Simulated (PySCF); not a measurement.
# How methods differ on the ionisation energy of O⁺

O⁺ [He] 2s2 2p3 (4S) → O²⁺ [He] 2s2 2p2 (3P), as a difference of total energies. Calculation: PySCF 2.14, in aug-cc-pVQZ-DK (6s5p4d3f2g, 80 functions); the spin-free X2C one-electron Hamiltonian (Gaussian nucleus). Correlated levels: valence: 1s2 frozen. The calculations carry no spin-orbit coupling.

Q: Order these methods by the ionisation energy they give, lowest first.
A. PBE0
B. PBE
C. BLYP
D. SCS-MP2 (valence)

A: D (34.974 eV), C (35.070 eV), B (35.267 eV), A (35.301 eV).

A first-order spin-orbit estimate (lowest level to lowest level, LS coupling) adds -0.027 eV.

Errors of the correlated levels include the incompleteness of this basis and the frozen core.

For comparison: 35.121 eV (measured; NIST Atomic Spectra Database, ionization energies).
